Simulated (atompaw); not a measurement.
## LDA (PW92) PAW (atompaw) dataset for La, scalar-relativistic all-electron reference.

- Element: lanthanum (La)
- Generator: atompaw 4.2.0.5
- Type: PAW
- Functional: LDA (PW92)
- Relativity: scalar-relativistic
- Frozen core: [Kr] 4d10
- Valence charge: 11
- Reference configuration: 4f0 5s2 5p6 5d1 6s1 6p0 (charge +1)
- Partial waves: 5s (bound): rc 1.75 bohr; 6s (bound): rc 3.00 bohr; 5p (bound): rc 3.00 bohr; 6p (bound, empty): rc 3.00 bohr; 5d (bound): rc 3.00 bohr; 5d channel at 2.9 Ry: rc 3.00 bohr; 4f (bound, empty): rc 2.20 bohr; 4f channel at 1.6 Ry: rc 2.20 bohr
- Local potential: bessel scheme, radius 2.70 bohr
- Core correction: smooth core density matched at 2.25 bohr
- Augmentation charge: besselshape compensation charge, radius 2.95 bohr; PAW radius 3.00 bohr; waves and projectors: custom rrkj vanderbiltortho

**Question.** Estimate the cutoffs (Ry, on a coarse ladder) from which the occupation-weighted sum of valence levels, in a spherical-Bessel basis at the reference potential, stays within 10 and 1 mRy of its value at 400 Ry.

**Answer.** 10 Ry and 25 Ry. The cutoffs count occupied waves only; the empty 4f level needs 25 Ry at the loose tolerance.

**Question.** What does a ghost test show?

**Answer.** No extra level below or beside the all-electron valence levels (s, p, d, f tested).

**Question.** Is the overlap operator S = 1 + Σ q|β⟩⟨β| positive definite (Bessel basis up to 400 Ry)?

**Answer.** Yes: its lowest eigenvalue is 0.10 (p channel).
